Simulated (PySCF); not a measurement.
RuO₃ at several levels of theory

All levels use the PBE0 minimum (singlet; Ru–O 1.661 Å (×3); O–Ru–O 120.0° (×3)), basis [Ru def2-SVP with ECP28, O def2-SVP], scalar-relativistic core potentials, density fitting, no spin–orbit coupling, PySCF. For vertical energies the ionised species is a doublet (spins chosen at PBE0 and kept) and the electron-attached one a doublet. Atomisation goes to high-spin ground-configuration atoms, without zero-point energy. Open shells are unrestricted, also as the reference of the correlated levels. A dash marks a value that was not computed or is not defined at that level.

Coordinates in bohr (charge 0 multiplicity 1):
```
Ru    0.0000    0.0000    0.0000
O     0.0011    0.0000    3.1391
O     2.7180    0.0000   -1.5705
O    -2.7191    0.0000   -1.5686
```

| level | atomisation (kJ/mol) | vertical IP (eV) | vertical EA (eV) | −ε(HOMO) (eV) | gap (eV) |
| --- | --- | --- | --- | --- | --- |
| PBE0 | 1347 | 11.22 | 2.60 | 8.85 | 3.83 |
| HF | -34 | 11.36 | 3.82 | 13.31 | 12.00 |
| MP2 | – | 10.55 | -1.07 | – | – |
| PBE | 1703 | 10.78 | 2.02 | 7.11 | 1.30 |
| B3LYP | 1404 | 11.24 | 2.48 | 8.54 | 3.37 |
| r2SCAN | – | 10.98 | 2.33 | 7.57 | 1.64 |
| TPSSh | 1426 | 10.99 | 2.29 | 7.95 | 2.52 |
| MN15 | – | 11.47 | 2.52 | 9.71 | 5.36 |
| B2PLYP | – | 10.77 | 1.63 | – | – |

Spin contamination in at least one species weakens the values at: HF, MP2.

Without diffuse functions attachment energies tend to come out too low.
